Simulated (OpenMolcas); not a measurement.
# How basis sets differ on GeH2ClF (SMILES [F][GeH2][Cl])

GeH2ClF has 5 atoms, charge 0, and is taken as a singlet. SMILES: `[F][GeH2][Cl]`. The coordinates come from a PBE0-D4/def2-TZVP relaxation.

Quantity: the HOMO–LUMO gap, in eV. The values are calculated.

| level | kind | program | value (eV) |
| --- | --- | --- | --- |
| HF/STO-3G | Hartree–Fock | OpenMolcas | 18.90 |
| HF/3-21G | Hartree–Fock | OpenMolcas | 15.74 |
| HF/ANO-RCC-VDZ (DKH2) | Hartree–Fock | OpenMolcas | 14.80 |
| HF/aug-cc-pVDZ | Hartree–Fock | OpenMolcas | 13.62 |

All-electron rows without a relativistic Hamiltonian named are non-relativistic. The values span 13.62 to 18.90 eV. A Hartree–Fock LUMO above zero doesn't converge with the basis: it sinks as sets grow more diffuse. Orbital gaps aren't excitation energies.
